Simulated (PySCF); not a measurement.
These 2 structures share the formula [C7H5O2]- (charge -1). Method used: PySCF, PBE0-D3(BJ)/def2-SVP geometry optimisation, gas phase. One conformer each; no zero-point energy, no entropy. No frequencies were run at this level. Point groups hold within 0.08 Å.

Problem. Order them by energy at this level, lowest first, and give relative energies in kcal/mol.
A. `[CH:1]#[C:2]/[C:3]([O-:4])=[CH:5]\[CH:6]=[CH:7]\[CH:8]=[O:9]` (charge -1) with C3–C5–C6–C7 180°, C6–C7–C8–O9 180°
B. benzoate anion, `c1(C(=O)[O-])ccccc1`

Solution. B (0.0), A (73.1).

```json
{"SMILES": "O=C([O-])c1ccccc1", "E (Eh)": "-419.49394", "E rel (kcal/mol)": "0.0", "dipole about centre of mass (D)": "7.88", "point group": "C2v", "A, B, C (MHz)": "3922, 1249, 947.4"}
{"SMILES": "C#C/C([O-])=C\\C=C\\C=O", "E (Eh)": "-419.37751", "E rel (kcal/mol)": "73.1", "dipole about centre of mass (D)": "3.00", "point group": "Cs", "A, B, C (MHz)": "3835, 673.7, 573.0"}
```
